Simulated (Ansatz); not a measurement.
`B/C=C/O[SiH3]` + `C1NCS1` → `[SiH3]N1CSC1` + `B/C=C/O`  (ligand exchange at the Si–O bond)

Program: Ansatz. Geometries: PBE0-D4/def2-TZVP. ΔE: electronic, gas phase. CCSD(T)/CBS is the MP2 limit (def2-TZVPP, def2-QZVPP) plus CCSD(T) − MP2 in def2-TZVPP, frozen cores. This one scheme is used for every species. Double bonds are as drawn, so ΔE can hold a change between cis and trans. Functionals use def2-TZVPP. B3LYP here is the variant with VWN-RPA as its local correlation; programs differ in this. Each species was taken in one conformer, which may not be the lowest.

CCSD(T)/CBS gives +6.6 kcal/mol.

Question: Another level gave +8.9 kcal/mol. Which?
A. SCS-MP2/def2-TZVPP
B. B3LYP-D4/def2-TZVPP
C. HF/def2-TZVPP
D. PBE0-D4/def2-TZVPP

Answer: C. HF/def2-TZVPP 8.9, B3LYP-D4 5.8, PBE0-D4 4.8, SCS-MP2/def2-TZVPP 7.0 kcal/mol.

Largest T1 diagnostic among the species: 0.013.

The D4 term adds −1.2 kcal/mol with B3LYP and −0.7 kcal/mol with PBE0; it sums over pairs of atoms, weighted by their polarisabilities, and B3LYP, whose exchange is more repulsive, gets the larger term. In def2-TZVPP, CCSD(T) changes the Hartree–Fock value by −2.3 kcal/mol (the triples alone add −0.3 kcal/mol) and MP2 by −2.7 kcal/mol.
